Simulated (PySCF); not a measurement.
Molecule: sum formula Si₂NHCl₆ (charge 0, singlet). 
Structure (B3LYP-D3(BJ)/def2-TZVP (Ansatz) minimum search):
```xyz
10

Cl    -2.8244    -1.4127    -1.0543
Si    -1.4955     0.0100    -0.4415
Cl    -1.8720     0.5671     1.4797
Cl    -1.7160     1.6509    -1.6318
N      0.0681    -0.6670    -0.5483
Si     1.5197    -0.2475     0.2462
Cl     3.0655    -0.9488    -0.8870
Cl     1.6329     1.7750     0.4457
Cl     1.6573    -1.0762     2.1043
H      0.1477    -1.4467    -1.1893
```
Charge 0, spin multiplicity 1.

Dispersion corrections to the total energy (kcal/mol) from the dftd3 and dftd4 libraries through PySCF: D3(BJ) without and D4 with the three-body term, each with the damping fitted for the functional named.

| functional | D3(BJ) | D4 |
|---|---|---|
| BLYP | -30.98 | -32.15 |
| B3LYP | -25.82 | [?] |
| HF | -82.04 | -43.93 |
| r2SCAN | -4.21 | -3.85 |
| B2GP-PLYP | -13.45 | -6.96 |
| TPSS | -18.32 | [?] |
| CAM-B3LYP | -13.64 | [?] |

Question: Complete the blanks.

Answer: 
- B3LYP, D4: -25.03
- TPSS, D4: -20.70
- CAM-B3LYP, D4: -14.16
